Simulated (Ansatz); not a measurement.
Input file for Ansatz (a program for electronic structure): R-PBE0/def2-TZVPPD on CH8Si (a complex). Files ending in .json are basis or fitting sets from the Basis Set Exchange.

Ansatz 0.2 input:
```yaml
crystal:
  periodic: [false, false, false]
  atoms:
    - {symbol: C, position_ang: [0.08907237, -0.04279987, -0.04091320]}
    - {symbol: H, position_ang: [-0.95281287, 0.05251676, 0.26175068]}
    - {symbol: H, position_ang: [0.50384399, -0.96267908, 0.36889348]}
    - {symbol: H, position_ang: [0.14996931, -0.07019624, -1.12800003]}
    - {symbol: H, position_ang: [0.65536519, 0.80919831, 0.33271602]}
    - {symbol: Si, position_ang: [-0.08818245, 0.04291296, 3.73985581]}
    - {symbol: H, position_ang: [0.44017112, -1.26820586, 3.30222162]}
    - {symbol: H, position_ang: [-1.44211096, 0.24398247, 3.17755643]}
    - {symbol: H, position_ang: [0.80904705, 1.12090152, 3.26807717]}
    - {symbol: H, position_ang: [-0.16014441, 0.07524157, 5.21861251]}
basis:
  gaussian:
    orbitals: def2-TZVPPD.json
hamiltonian:
  xc: {name: PBE0}
scf: {lower_state_search: off}
```

It printed:

```
WARN ansatz: RAYON_NUM_THREADS=1 ignored (pool sized by the plan → 1); use --threads N
Functional definition: PBE0
these checks for a lower state are left out or cut short: stability, starts, cluster_reference, orbital_swaps, neighbouring_geometries, increment
integrals: 0.10 GiB planned
968 factors; their error is unknown
mean field: 0.97 GiB planned
mean field evaluation 1: about -9035.7608 eV, gradient 4.6e1 eV
mean field evaluation 2: about -9035.2634 eV, gradient 4.5e1 eV
mean field evaluation 4: about -9040.4969 eV, gradient 4.6e-1 eV
mean field evaluation 8: about -9040.5027 eV, gradient 4.4e-1 eV
mean field evaluation 16: about -9040.5029 eV, gradient 6.4e-6 eV
mean field -9040.50292682 eV, -332.2323546875 hartree, gradient 6.4e-6 eV, S^2 0.000000; 0 other end points of the search recorded, 0 dependent functions left out
reference -9040.50296046 eV, -332.2323559241 hartree; 14, 14 occupied and 207, 207 virtual orbitals, 968 factors
Total energy: -9040.50296046 eV, -332.2323559241 hartree
Checks for a lower state left out: stability, starts, cluster_reference, orbital_swaps, neighbouring_geometries, increment
```

The run converged.

Cost: very roughly 2.7 core-seconds.
